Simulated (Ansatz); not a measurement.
Diatomic BeS, closed-shell singlet (the spin of the measured ground state).

```
level                 bond energy D_e (kJ/mol)
--------------------  ------------------------
SVWN5/def2-TZVPP                         421.6
r2SCAN/def2-TZVPP                        351.6
B97M-V/def2-TZVPP                        342.5
B3LYP/def2-TZVPP                         322.3
PBE0/def2-TZVPP                          330.2
BHLYP/def2-TZVPP                         290.0
CAM-B3LYP/def2-TZVPP                     311.6
wB97X-V/def2-TZVPP                       317.8
wB97M-V/def2-TZVPP                       325.0
B2PLYP/def2-TZVPP                        319.5
CCSD/def2-TZVPP                          248.5
CCSD/def2-QZVPP                          281.2
CCSD(T)/def2-TZVPP                       272.9
CCSD(T)/def2-QZVPP                       307.6
```

The rows run from 248.5 (CCSD/def2-TZVPP) to 421.6 kJ/mol (SVWN5/def2-TZVPP). From def2-TZVPP to def2-QZVPP CCSD(T) changes by 34.7. The 10 functionals in def2-TZVPP without D3 or D4 span 131.6, from BHLYP to SVWN5.

D_e counts from the fitted minimum to each atom's lowest state at the same level, without counterpoise. The singlet is restricted.

Correlated levels freeze the inner cores; with def2 sets outer-core shells near the valence are correlated too.

The values were computed with Ansatz (Gaussian basis) for Hartree–Fock, density functionals and correlated methods. Values without a source in brackets are computed.

Ansatz is an electronic-structure program.
